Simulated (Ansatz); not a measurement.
The dipole moment down a group: C to Ge

One atom is swapped for its congeners: C2H3ClF2 (1-chloro-1,1-difluoroethane) `CC(F)(F)Cl`; Si(CH3)ClF2; Ge(CH3)ClF2. All are singlets with charge 0.

Shapes, held fixed at every level: PBE0-D4/def2-TZVP. Programs: Ansatz 0.2.0. Values in D.

| level | C2H3ClF2 | Si(CH3)ClF2 | Ge(CH3)ClF2 |
| --- | --- | --- | --- |
| PBE-D4/def2-TZVPP | 2.06 | 2.18 | 3.18 |
| r2SCAN-D4/def2-TZVPP | 2.17 | 2.23 | 3.27 |
| B3LYP-D4/def2-TZVPP | 2.15 | 2.24 | 3.30 |
| wB97M-V/def2-TZVPP | 2.15 | 2.22 | 3.27 |
| measured | 2.14 | – | – |

At wB97M-V/def2-TZVPP the dipole moment rises at every step, from 2.15 to 3.27 D. Every level shows the same order. Measured values: NIST CCCBDB. Relativity is left out for Ge unless named.
